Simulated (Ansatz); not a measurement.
PtF2, relaxed as a singlet with RKS PBE-D4/def2-TZVP in Ansatz, starting from the GFN1-xTB geometry. Force threshold 0.02 eV/Å.

In the def2 sets Pt takes a core potential; there is no spin–orbit coupling. The restricted singlet is unstable: a solution with broken spin symmetry lies lower. At PBE-D4/def2-TZVP a triplet of charge 0 lies 1.02 eV below the restricted singlet, each at its own geometry. The structure comes from a short search, and lower isomers may exist.

Start:

```xyz
3

Pt    0.5331   -0.0859    0.5942
F    -1.0336   -1.0332    0.2356
F     0.5006    1.1191   -0.8298
```

(1) Estimate the energy that the relaxation releases and the steps that it takes.

(2) Does the start keep its bonding and symmetry?

(3) Predict the relaxed structure.

Results:

(1) 24.6 kJ/mol, in 6 steps; 4 s on 4 threads of Intel Xeon Platinum 8559C on a shared host. No frequencies were taken in this run, so the end may be a saddle point.

(2) By distances, no bond broke or formed. The bond that changes most is Pt1–F3, from 1.87 to 1.85 Å (atoms count from 1). Point group C2v at the start, C2v at the end, both within 0.05 Å.

(3) 
```csv
atom,x (Å),y (Å),z (Å)
Pt1,0.313,-0.050,0.348
F2,-1.077,-1.267,0.465
F3,0.765,1.317,-0.814
```
Bond lengths: 2 × F–Pt 1.85 Å.
